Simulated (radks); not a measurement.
Pr II, 58 electrons, occupied as [Xe] 4f3 6s1. Calculated with a radial shooting solver on a logarithmic mesh with Libxc functionals: scalar-relativistic Kohn-Sham, LDA (Slater exchange, Perdew-Wang correlation), spin-polarised, spherical densities, finite nucleus; open shells are filled with parallel spins first (spin-orbit coupling, left out, can overturn this in heavy ions); Fermi nuclear charge, rms radius 4.8919 fm; hard spherical wall at 4 bohr.

Local quantities along the radius. ELF = 1/(1 + alpha^2) is the electron localisation function; alpha = (tau - tau_W)/tau_unif compares the Pauli kinetic energy density with that of the uniform gas (summed over spins); r v_xc is r times the local exchange-correlation potential of spin up (hartree bohr). tau is taken from the large components.

r (bohr),ELF,alpha,r v_xc
0.0009744,0.999,0.02392,-0.05960
0.001116,0.999,0.02400,-0.06731
0.001269,0.999,0.02421,-0.07542
0.001454,0.999,0.02457,-0.08503
0.001665,0.999,0.02512,-0.09577
0.001908,0.999,0.02586,-0.1077
0.002169,0.999,0.02679,-0.1202
0.002484,0.999,0.02805,-0.1348
0.002846,0.999,0.02966,-0.1509
0.003261,0.999,0.03171,-0.1686
0.003736,0.999,0.03433,-0.1879
0.004246,0.999,0.03744,-0.2076
0.004865,0.998,0.04167,-0.2301
0.005574,0.998,0.04715,-0.2542
0.006386,0.997,0.05436,-0.2796
0.007258,0.996,0.06335,-0.3046
0.008315,0.994,0.07623,-0.3320
0.009526,0.991,0.09410,-0.3598
0.01091,0.986,0.1195,-0.3874
0.0125,0.976,0.1563,-0.4141
0.01421,0.959,0.2070,-0.4379
0.01628,0.924,0.2872,-0.4611
0.01865,0.857,0.4084,-0.4817
0.02137,0.743,0.5878,-0.4999
0.02429,0.598,0.8193,-0.5156
0.02783,0.448,1.111,-0.5329
0.03188,0.350,1.363,-0.5544
0.03653,0.324,1.444,-0.5839
0.04185,0.370,1.305,-0.6242
0.04756,0.470,1.063,-0.6715
0.05449,0.599,0.8188,-0.7278
0.06243,0.699,0.6559,-0.7838
0.07153,0.745,0.5852,-0.8326
0.08129,0.733,0.6043,-0.8669
0.09313,0.651,0.7330,-0.8889
0.1067,0.503,0.9936,-0.9003
0.1222,0.369,1.308,-0.9141
0.1401,0.336,1.405,-0.9476
0.1592,0.417,1.182,-1.004
0.1824,0.577,0.8569,-1.081
0.2089,0.707,0.6442,-1.148
0.2394,0.755,0.5700,-1.183
0.2721,0.712,0.6358,-1.174
0.3117,0.526,0.9495,-1.125
0.3571,0.274,1.626,-1.071
0.4091,0.211,1.934,-1.068
0.4687,0.380,1.277,-1.138
0.5327,0.626,0.7723,-1.228
0.6104,0.740,0.5927,-1.297
0.6993,0.722,0.6204,-1.310
0.8012,0.602,0.8124,-1.272
0.9106,0.431,1.149,-1.212
1.043,0.311,1.488,-1.158
1.195,0.335,1.408,-1.133
1.369,0.476,1.048,-1.128
1.569,0.595,0.8252,-1.115
1.783,0.594,0.8273,-1.086
2.043,0.500,1.000,-1.043
2.34,0.427,1.158,-0.9999
2.681,0.472,1.058,-0.9501
3.047,0.575,0.8598,-0.8574
3.491,0.526,0.9499,-0.6371

On this mesh the ELF has minima near r = 0.037, 0.14, 0.41, 1.0, 2.3 bohr, which separate the shells, and maxima near 0.072 (0.74), 0.24 (0.75), 0.61 (0.74), 1.6 (0.59), 3.0 (0.57).
